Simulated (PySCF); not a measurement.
Te(Et)(NH2) (C2H7NTe), SMILES [Te](N)CC. Atoms are numbered in the order given.

```xyz
11

Te    -0.1784     0.0309     0.6230
C      1.5142    -0.2909    -0.7583
C      1.3545     0.4587    -2.0716
H      1.6098    -1.3845    -0.9089
H      2.3996     0.0493    -0.1816
H      1.3297     1.5563    -1.9166
H      0.4104     0.1718    -2.5809
H      2.1867     0.2270    -2.7706
N     -1.7753    -0.3287    -0.6537
H     -1.6979    -1.2756    -1.0494
H     -1.7479     0.3403    -1.4353
```

Geometry optimised at PBE-D3(BJ)/def2-SVP. This is a generated structure with no PubChem entry under its InChIKey; it may be hypothetical. The def2 effective core potentials stand for the cores of Te; spin–orbit coupling is left out. One conformer was computed; it need not be the lowest.

Method: PBE/def2-TZVP in PySCF.

ESP charges are fitted to the potential on shells at 1.4 to 2.0 van der Waals radii. Atomic charges (e):

```tsv
atom	ESP fit	Löwdin
Te1	___	0.44
C2	___	-0.50
C3	-0.12	-0.37
H4	0.08	0.12
H5	0.13	0.13
H6	0.04	0.13
H7	0.04	0.12
H8	0.05	0.13
N9	___	-0.45
H10	0.33	0.13
H11	0.32	0.13
```

Complete the blanks. (Estimate from the structure and the level; the computed values follow.)


- Te1, ESP fit: 0.01
- C2, ESP fit: -0.18
- N9, ESP fit: -0.71

Computed Mayer and Wiberg (Löwdin basis) orders of the bonds:
```tsv
bond	Mayer	Wiberg
Te1–C2	0.99	1.26
C2–C3	1.00	1.38
C2–H4	0.95	0.89
C2–H5	0.94	0.88
C3–H6	0.96	0.90
C3–H7	0.96	0.90
C3–H8	0.95	0.90
Te1–N9	1.04	1.40
N9–H10	0.92	1.01
N9–H11	0.92	1.00
```
